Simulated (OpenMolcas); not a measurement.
## Ni3+: moving or changing the point charges

Ni3+ among 6 point charges of -1 e arranged as an octahedron (Oh), 2.07 Å from the ion.
```
   2.0700    0.0000    0.0000  -1.00
   0.0000    2.0700    0.0000  -1.00
  -2.0700    0.0000    0.0000  -1.00
   0.0000   -2.0700    0.0000  -1.00
   0.0000    0.0000    2.0700  -1.00
   0.0000    0.0000   -2.0700  -1.00
```

```
Program             : OpenMolcas
Method              : CASSCF
Basis               : ANO-RCC-VDZP [5s4p2d1f]
Scalar Hamiltonian  : DKH2, point nucleus
Active space        : 7 electrons in 5 orbitals (3d)
State averaging     : 2S+1 = 4 even, 10 roots; 2S+1 = 2 even, 40 roots
Spin-orbit coupling : state interaction with AMFI integrals over the reference wave functions
```

Runs around this geometry, states (labels of O, the rotations of Oh). Energies in cm-1 above the lowest state or level, χT in cm3 K/mol; under a threefold ground state the first gap can be a small split of the lowest multiplet, not the spin-orbit step; 10Dq and B are least-squares fits to the states below 45000 cm-1, weighted by degeneracy, with a free offset, and given where the rms deviation is under 5 % of |10Dq| (or 100 cm-1) and under 700 cm-1.

```json
{"R (Å)": "2.07", "q (e)": "-0.65", "Ground state": "4T1", "First state of that spin": "4T2 751.1", "10Dq": "866", "B (rms of fit)": "1409 (34)", "First gap with spin-orbit (degeneracies)": "209.9 (2, 4)", "χT at 300 K": "5.055", "First state of another spin": "2E 21737"}
{"R (Å)": "1.91", "q (e)": "-1", "Ground state": "4T1", "First state of that spin": "4T2 1668", "10Dq": "1892", "B (rms of fit)": "1409 (72)", "First gap with spin-orbit (degeneracies)": "353.6 (2, 4)", "χT at 300 K": "4.492", "First state of another spin": "2E 21805"}
{"R (Å)": "2.07", "q (e)": "-1", "Ground state": "4T1", "First state of that spin": "4T2 1159", "10Dq": "1323", "B (rms of fit)": "1409 (53)", "First gap with spin-orbit (degeneracies)": "287.0 (2, 4)", "χT at 300 K": "4.770", "First state of another spin": "2E 21825"}
{"R (Å)": "2.26", "q (e)": "-1", "Ground state": "4T1", "First state of that spin": "4T2 772.9", "10Dq": "888", "B (rms of fit)": "1409 (36)", "First gap with spin-orbit (degeneracies)": "214.6 (2, 4)", "χT at 300 K": "5.039", "First state of another spin": "2E 21748"}
```

Taking |10Dq| as R^-n, n = -ln(888 / 1892) / ln(2.26 / 1.91) = 4.5 between the shortest and longest distance. The point-charge formula for a cubic d site gives n = 5.

Scaling the charges by -0.65 / -1 = 0.65 scales |10Dq| by 866 / 1323 = 0.65; with fixed orbitals a first-order splitting would follow the charge.

An orbital triplet at a regular site is open to Jahn-Teller coupling, which can distort the site and quench the lowest spin-orbit gaps and is left out. Without dynamic correlation the repulsion within the d shell is too large (B by tens of per cent), so at a given field states of lower spin stand too high. Point charges give a weaker field than real ligands, and real ions of this kind are often low spin; the high spin found here belongs to the model. The ground term spreads over less than 5000 cm-1, several times less than with real ligands, so orbital moments are less quenched and χT lies further from the spin-only value than at real sites. This field is weak: 10Dq is about 866 cm-1, while octahedral complexes of 3d ions of charge 3 and more, computed by the same method with explicit ligands, had a median near 15000 cm-1. Ground spin and moment need not be those of a real site (figures for R = 2.07, q = -0.65; the like holds for R = 1.91, q = -1, R = 2.07, q = -1, R = 2.26, q = -1). This is an electrostatic model: the charges have no orbitals. No measured value stands beside these numbers.
